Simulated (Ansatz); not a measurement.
Compare A (`C[CH2][AlH][CH2]C`) with its isomer B (`CC[CH](C)[AlH2]`).

Isolated molecules relaxed with PBE0-D4/def2-TZVP in Ansatz; ΔE leaves out vibrations. CBS: MP2 limit from def2 TZ/QZ plus the TZ coupled-cluster correction, frozen cores. DFT in def2-TZVPP. B3LYP here is the variant with VWN-RPA as its local correlation; programs differ in this. Each species was taken in one conformer, which may not be the lowest.

Problem. Which is lower in electronic energy at CCSD(T)/CBS, and by how much? (Estimate.)

Solution. The calculation gave: A, by 32.0 kJ/mol.

Problem. Give E(B) − E(A) in kJ/mol with MP2/def2-TZVPP, ωB97M-V, CCSD/def2-TZVPP, B3LYP, HF/def2-TZVPP, B3LYP-D4, PBE-D4. (Best estimate.)

Solution. Computed: MP2/def2-TZVPP 30.4, ωB97M-V 32.7, CCSD/def2-TZVPP 31.2, B3LYP 40.2, HF/def2-TZVPP 32.6, B3LYP-D4 35.1, PBE-D4 34.4. None reverses the order clearly.

Largest T1 diagnostic: 0.009.

The D4 term adds −5.2 kJ/mol with B3LYP and −2.5 kJ/mol with PBE0; it sums over pairs of atoms, weighted by their polarisabilities, and B3LYP, whose exchange is more repulsive, gets the larger term.
